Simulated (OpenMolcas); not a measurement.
**Pt5+ in a point-charge field**

Pt5+ among 4 point charges of -2 e arranged as a square (D4h), 2.24 Å from the ion.

```yaml
Program: OpenMolcas
Method: "SS-CASPT2, IPEA 0.25 Eh, imaginary shift 0.1 Eh (closed shells correlated: 5s 5p)"
Basis: ANO-RCC-VDZP [7s6p4d2f]
Scalar_Hamiltonian: DKH2, point nucleus
Active_space: 5 electrons in 5 orbitals (5d)
State_averaging: 2S+1 = 6 even, 1 root; 2S+1 = 4 even, 24 roots; 2S+1 = 2 even, 75 roots
Spin-orbit_coupling: state interaction with AMFI integrals over the reference wave functions
```

The lowest spin-free states (labels of D4, the rotations of D4h), above the lowest:

```tsv
State	Degeneracy	E (cm-1)	Free-ion L (%)
6A1	1	0	S (100)
4B1	1	21260	G (59)
4E	2	21880	G (63)
4B2	1	24330	G (73)
4E	2	25310	G (41)
4A2	1	26110	G (79)
4E	2	27630	G (74)
4A1	1	28050	G (100)
4A1	1	28250	G (99)
4B1	1	31010	D (63)
4B2	1	31440	D (72)
4A1	1	32940	D (99)
4A2	1	34480	P (80)
2A1	1	35910	I (68)
2E	2	36130	I (68)
2B2	1	36340	I (70)
2A2	1	36500	I (61)
2E	2	37400	I (75)
2A1	1	37540	I (68)
4E	2	37620	P (53)
```

The lowest levels with spin-orbit coupling:

```
E (cm-1)  Degeneracy  Label      2S+1                g
       0           2   E1/2  6 (73 %)   1.86 5.59 5.59
     480           2   E3/2  6 (77 %)   0.87 0.87 5.49
    1180           2   E3/2  6 (82 %)   0.89 0.89 9.43
   14200           2   E1/2  4 (57 %)   0.56 3.48 3.48
   16520           2   E3/2  4 (62 %)   1.41 1.41 1.71
   18830           2   E1/2         4   1.81 3.62 3.62
   20850           2   E3/2  4 (80 %)   0.74 4.01 4.01
   22160           2   E3/2  4 (78 %)   1.59 3.64 3.64
   23260           2   E3/2  4 (57 %)   1.36 1.36 3.16
   23360           2   E1/2  4 (75 %)   0.58 0.58 6.40
   25010           2   E1/2  4 (76 %)   0.22 0.50 0.50
   26210           2   E1/2  4 (75 %)  0.51 0.51 10.31
   26210           2   E3/2  4 (76 %)   1.42 1.42 3.35
   26370           2   E3/2  4 (74 %)   0.29 0.29 5.11
   27410           2   E3/2  4 (69 %)   0.99 0.99 3.79
   27480           2   E1/2  4 (77 %)   0.54 0.99 0.99
   28130           2   E1/2  4 (72 %)   0.55 0.55 5.79
   28270           2   E1/2  4 (70 %)   0.29 3.08 3.08
   28740           2   E1/2  4 (78 %)   1.05 2.08 2.08
   29780           2   E3/2  4 (78 %)  0.20 0.20 10.46
```

Powder χT (cm3 K/mol): 2.07 at 2 K, 2.11 at 10 K, 2.32 at 50 K, 2.57 at 100 K, 3 at 200 K, 3.27 at 300 K. The effective moment at 300 K is 2.828 √(χT) = 5.11 μB.

Point charges give a weaker field than real ligands, and real ions of this kind are as a rule low spin; the high spin found here belongs to the model. Free-ion shares, where given, are those of the reference states; single-state CASPT2 does not remix them. Point charges carry no covalency, so the field is a model and not that of real ligands. No measured value stands beside these numbers.
